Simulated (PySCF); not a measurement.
PBEsol on Nd (neodymium, neutral), [Xe] 4f5 6s1, 6s spin antiparallel (an excited configuration). Computed with PySCF 2.14 in x2c-TZVPPall, with the spin-free X2C one-electron Hamiltonian (Gaussian nucleus).

```
cycle= 1 E= -9619.04735052639  delta_E= -0.0213  |g|= 0.339  |ddm|= 0.681
cycle= 2 E= -9619.02480436846  delta_E= 0.0225  |g|= 0.647  |ddm|= 0.76
cycle= 3 E= -9619.06452765016  delta_E= -0.0397  |g|= 0.0988  |ddm|= 0.563
cycle= 4 E= -9619.0668173236  delta_E= -0.00229  |g|= 0.0137  |ddm|= 0.112
cycle= 5 E= -9619.06685936379  delta_E= -4.2e-05  |g|= 0.000977  |ddm|= 0.0108
cycle= 6 E= -9619.06685970115  delta_E= -3.37e-07  |g|= 8.15e-05  |ddm|= 0.00234
cycle= 7 E= -9619.06685972915  delta_E= -2.8e-08  |g|= 2.76e-05  |ddm|= 0.00154
cycle= 8 E= -9619.06685973282  delta_E= -3.67e-09  |g|= 5.83e-06  |ddm|= 0.000576
cycle= 9 E= -9619.06685973298  delta_E= -1.6e-10  |g|= 9.6e-07  |ddm|= 0.000107
converged SCF energy = -9619.06685973298  <S^2> = 7.0038687  2S+1 = 5.3866014
```

Highest occupied orbital energy: 4.144 eV; ⟨L²⟩ = 24.02; populations by l: s 11.00, p 24.00, d 20.00, f 5.00.

(1) Can this result be used?

Results:

(1) Not for this state. The calculation finished and met its thresholds. ⟨L²⟩ = 24.02 against 30 for a pure H term, so this real determinant mixes terms. Spin-orbit coupling, absent here, splits the open shell strongly. With the s spin flipped the determinant is a mixture of two multiplicities, not a spectroscopic state. At PBEsol the highest occupied level has a positive energy, so only the finite basis holds that electron; for this excited configuration the basis is too tight for the outer shell.
